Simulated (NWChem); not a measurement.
# CdClF; SMILES [F][Cd][Cl]

All runs: NWChem. STO-3G and 3-21G are far too small for this property and stand as cheap habits. Coordinates come from a PBE0/def2-SVP optimisation. def2 effective core potentials on Cd; no spin-orbit coupling. Field at 589 nm.

Problem. Order these by “anisotropy (bohr³)”, lowest first: B3LYP/def2-SVPD (core potentials); B3LYP/def2-SVP (core potentials); B3LYP/STO-3G (all-electron, non-relativistic).

Solution. B3LYP/STO-3G (all-electron, non-relativistic) (20.2), B3LYP/def2-SVP (core potentials) (27.7), B3LYP/def2-SVPD (core potentials) (28.7)
